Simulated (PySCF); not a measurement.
**SMILES O[C@H]1C=COC=C1F, C5H5FO2**

Molfile (atoms numbered from 1):
```
C5H5FO2
     RDKit          3D

 13 13  0  0  0  0  0  0  0  0999 V2000
   -1.4412   -1.3236    0.6129 O   0  0  0  0  0  0  0  0  0  0  0  0
   -0.8460   -0.4213   -0.3112 C   0  0  1  0  0  0  0  0  0  0  0  0
   -0.8466    0.9491    0.3074 C   0  0  0  0  0  0  0  0  0  0  0  0
    0.2689    1.5695    0.6685 C   0  0  0  0  0  0  0  0  0  0  0  0
    1.5303    1.1121    0.4576 O   0  0  0  0  0  0  0  0  0  0  0  0
    1.6366   -0.0695   -0.1946 C   0  0  0  0  0  0  0  0  0  0  0  0
    0.5862   -0.7784   -0.5917 C   0  0  0  0  0  0  0  0  0  0  0  0
    0.7755   -1.9409   -1.2666 F   0  0  0  0  0  0  0  0  0  0  0  0
   -1.3694   -2.2190    0.2614 H   0  0  0  0  0  0  0  0  0  0  0  0
   -1.4336   -0.4353   -1.2476 H   0  0  0  0  0  0  0  0  0  0  0  0
   -1.8074    1.3853    0.5161 H   0  0  0  0  0  0  0  0  0  0  0  0
    0.2843    2.5347    1.1510 H   0  0  0  0  0  0  0  0  0  0  0  0
    2.6581   -0.3623   -0.3811 H   0  0  0  0  0  0  0  0  0  0  0  0
  1  2  1  0
  2  3  1  0
  3  4  2  0
  4  5  1  0
  5  6  1  0
  6  7  2  0
  7  8  1  0
  7  2  1  0
  1  9  1  0
  2 10  1  6
  3 11  1  0
  4 12  1  0
  6 13  1  0
M  END
```

Computed, not measured: quadratic response PBE0/def2-SVPD first hyperpolarisability, Taylor convention, gas phase in PySCF 2.14.0. Geometry: GFN2-xTB.

(1) Give β for the processes computed.

(2) Which lowest excitations, dipole and polarisabilities go with it?

## Answers

(1) In au, Taylor convention; the vector part is βᵢ = ⅓ Σⱼ (βᵢⱼⱼ + βⱼᵢⱼ + βⱼⱼᵢ); β∥ is 3/5 of the vector part along the dipole, the dipole points from − to +:
| process | λ (nm) | β vector norm | β∥ | β HRS | depolarisation ratio |
| --- | --- | --- | --- | --- | --- |
| static β(0;0,0) | ∞ | 122.4 | 1.7 | 46.6 | 7.08 |
| second harmonic β(−2ω;ω,ω) | 1064 | 150.2 | 8.3 | 57.4 | 6.57 |
| Pockels β(−ω;ω,0) | 1064 | 130.6 | 3.6 | – | – |
| second harmonic β(−2ω;ω,ω) | 800 | 180.1 | 15.5 | 69.1 | 6.11 |
| Pockels β(−ω;ω,0) | 800 | 137.5 | 5.3 | – | – |

(2) S1 5.71 eV (f = 0.037); S2 6.21 eV (f = 0.072); S3 6.49 eV (f = 0.009); dipole 1.00 D; isotropic α 64.6 au static, 65.2 au at 1064 nm, 65.6 au at 800 nm, 67.0 au at 532 nm, 69.1 au at 400 nm.
